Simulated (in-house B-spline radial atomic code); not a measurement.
Ionisation energies along the 5-electron series, configuration [He] 2s2 2p1, as differences of self-consistent energies. NIST's values go from ground level to ground level; the uncertainty of those that are theory runs from under 0.1 % in few-electron ions to several per cent in heavy many-electron ones. Computed with an all-electron radial atomic-structure program (B-spline basis): non-relativistic Hartree-Fock, average of the configuration, point nuclei.

| ion | configuration after | ionisation energy (eV) | IE/(q+1)² (eV) | -ε less Coulomb ΔSCF (eV) | tabulated value (eV) | computed minus tabulated (eV) |
| --- | --- | --- | --- | --- | --- | --- |
| B | [He] 2s2 | 7.9 | 7.9317 | 0.4999 | 8.298019 | -0.4 |
| C+ | [He] 2s2 | 24.0 | 6.0119 | 0.57229 | 24.38314 | -0.3 |
| N2+ | [He] 2s2 | 47.2 | 5.2411 | 0.60259 | 47.4453 | -0.3 |
| O3+ | [He] 2s2 | 77.2 | 4.8249 | 0.62008 | 77.4135 | -0.2 |
| F4+ | [He] 2s2 | 114.1 | 4.5636 | 0.6318 | 114.249 | -0.2 |
| Ne5+ | [He] 2s2 | 157.8 | 4.3839 | 0.64034 | 157.934 | -0.1 |
| Mg7+ | [He] 2s2 | 265.8 | 4.1526 | 0.65215 | 265.924 | -0.2 |
| Al8+ | [He] 2s2 | 330.0 | 4.0736 | 0.65644 | 330.21 | -0.2 |
| Si9+ | [He] 2s2 | 401.0 | 4.0097 | 0.66003 | 401.38 | -0.4 |
| P10+ | [He] 2s2 | 478.8 | 3.957 | 0.66308 | 479.44 | -0.6 |
| S11+ | [He] 2s2 | 563.4 | 3.9127 | 0.66571 | 564.41 | -1.0 |
| Cl12+ | [He] 2s2 | 654.9 | 3.8749 | 0.668 | 656.3 | -1.4 |
| Ar13+ | [He] 2s2 | 753.1 | 3.8424 | 0.67001 | 755.13 | -2.0 |
| K14+ | [He] 2s2 | 858.2 | 3.8141 | 0.67179 | 860.92 | -2.8 |
| Ca15+ | [He] 2s2 | 970.0 | 3.7891 | 0.67339 | 973.7 | -3.7 |
| Sc16+ | [He] 2s2 | 1088.7 | 3.7671 | 0.67482 | 1093.5 | -4.8 |
| Ti17+ | [He] 2s2 | 1214.2 | 3.7474 | 0.67611 | 1220.3 | -6.1 |
| V18+ | [He] 2s2 | 1346.4 | 3.7297 | 0.67729 | 1354.2 | -7.8 |
| Cr19+ | [He] 2s2 | 1485.5 | 3.7138 | 0.67836 | 1495.1 | -9.6 |

Task: How far is this level of theory from the measured and semi-empirical values?

Result: Over those 19 rows the differences run from -9.6 to -0.112 eV (mean absolute value 2.2 eV). The calculation leaves out relativity, correlation and, in open shells, the multiplet splittings that an average leaves out.
